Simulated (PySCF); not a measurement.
A small calculation by hand: chemical shift, span and skew from a shielding tensor

C2H5NO2Si, SMILES [Si@H]1(O)OCN=C1. Atoms are numbered in the order given.

```xyz
11

O      1.8505     0.3621     1.1065
Si     0.5376     0.7175     0.1632
C     -1.1516     0.1715     0.8130
N     -1.6819    -0.6971     0.0387
C     -0.8726    -1.0005    -1.1278
O      0.3452    -0.2868    -1.1617
H      1.9521    -0.5463     1.4094
H      0.7231     2.1386    -0.1936
H     -1.7055     0.4598     1.7184
H     -0.6743    -2.0867    -1.1340
H     -1.4688    -0.7594    -2.0248
```
Charge 0, spin multiplicity 1.

The structure is a stationary point at ωB97X-D3(BJ)/def2-SVP. The structure was generated by enumeration; whether it is a known compound was not checked. The values are those of a single conformer.

GIAO shieldings from PBE/pcSseg-1 in PySCF, non-relativistic, no solvent. The symmetric part of the tensor of Si2 has the principal values 312.8, 343.6, 401.9 ppm. The same nucleus in TMS has σ = 335.4 ppm at this level (PySCF, at its B3LYP-D3(BJ)/def2-TZVP geometry).

### Question
Work out the isotropic shielding, the ²⁹Si shift against TMS, the span and the skew.

### Answer

σ(iso) = (σ11 + σ22 + σ33)/3 = 352.8 ppm. δ = σ(ref) − σ(iso) = 335.4 − (352.8) = -17.4 ppm.
Span Ω = σ33 − σ11 = 89.1 ppm. Skew κ = 3(σ(iso) − σ22)/Ω = 0.31. Tumbling in solution averages the tensor to δ; in a static solid the shielding alone would spread this spin-1/2 line over Ω.
